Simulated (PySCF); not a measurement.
Input of a response calculation (the driver script's job line, then coordinates in Å):

```
{"job": {"kind": "uv", "xc": "B3LYP", "basis": "def2-SVPD", "dynamic": true, "nstates": 6, "ntriplets": 0, "group": "solv-NUXAMVPWNYXDMN-UHFFFAOYSA-N-uv", "role": "base"}, "charge": 0, "multiplicity": 1}
C     -1.513420    -0.428721     0.367581
C     -0.752152     0.872246     0.210962
Se     0.706569     0.815692    -1.086069
C      1.897538    -0.346594    -0.086897
H     -2.330095    -0.314822     1.099451
H     -0.862569    -1.240365     0.726906
H     -1.951296    -0.750574    -0.588795
H     -0.331852     1.217884     1.168436
H     -1.408671     1.676008    -0.156377
H      1.471266    -1.351514     0.035338
H      2.827346    -0.426122    -0.666235
H      2.127031     0.088806     0.895887
```

Method: PySCF 2.14.0, density-fitted response routines, TDDFT B3LYP/def2-SVPD, vertical, gas phase, core orbitals frozen in the response. Job line and output are in the format of a driver script around the code.

Problem. What does the script print for it?

Solution. 
```
coarse grid: 42648 points
cycle   1  E = -2520.3221222565  dE = -8.491e-01  |g| = 3.434e-01  |ddm| = 4.175e+00
cycle   2  E = -2520.3128446331  dE =  9.278e-03  |g| = 3.910e-01  |ddm| = 8.908e-01
cycle   3  E = -2520.3515177747  dE = -3.867e-02  |g| = 5.702e-02  |ddm| = 4.531e-01
cycle   4  E = -2520.3524440316  dE = -9.263e-04  |g| = 1.802e-02  |ddm| = 1.059e-01
cycle   5  E = -2520.3525285439  dE = -8.451e-05  |g| = 6.012e-03  |ddm| = 2.890e-02
cycle   6  E = -2520.3525351002  dE = -6.556e-06  |g| = 1.194e-03  |ddm| = 7.712e-03
final grid: 89680 points
cycle   7  E = -2520.3525103402  dE =  3.387e-07  |g| = 1.705e-03  |ddm| = 6.486e-03
cycle   8  E = -2520.3525091726  dE =  1.168e-06  |g| = 2.664e-03  |ddm| = 5.123e-03
cycle   9  E = -2520.3525111775  dE = -2.005e-06  |g| = 1.428e-04  |ddm| = 3.003e-03
cycle  10  E = -2520.3525111837  dE = -6.282e-09  |g| = 2.684e-05  |ddm| = 2.665e-04
cycle  11  E = -2520.3525111839  dE = -1.337e-10  |g| = 4.040e-06  |ddm| = 3.491e-05
converged SCF energy = -2520.3525111839

Static polarisability (au): isotropic 68.848, principal 60.016 67.675 78.853

Singlet excitations
state   eV       nm        f      main configurations
  1   4.6096    269.0   0.00019   H->L 0.97
  2   5.3046    233.7   0.03176   H->L+1 0.92
  3   5.4289    228.4   0.02050   H->L+2 0.93
  4   6.0121    206.2   0.02083   H->L+3 0.97
  5   6.3064    196.6   0.01462   H->L+4 0.86, H->L+5 0.09
  6   6.5321    189.8   0.00395   H->L+5 0.89
```

One conformer (not necessarily the lowest) at the PBE0-D3(BJ)/def2-SVP geometry, without solvent, vibrations or thermal averaging. The B3LYP/def2-SVPD calculation is non-relativistic and has no spin–orbit coupling, an omission that weighs most on selenium.

The SCF starts on a coarse grid; the energy jumps when the final grid takes over, and dE counts afresh there. H and L stand for HOMO and LUMO.

Rough CPU time on one thread of a shared machine: about 50 s.

The values belong to the conformer `[CH3:1][CH2:2][Se:3][CH3:4]`: C1–C2–Se3–C4 -70°.
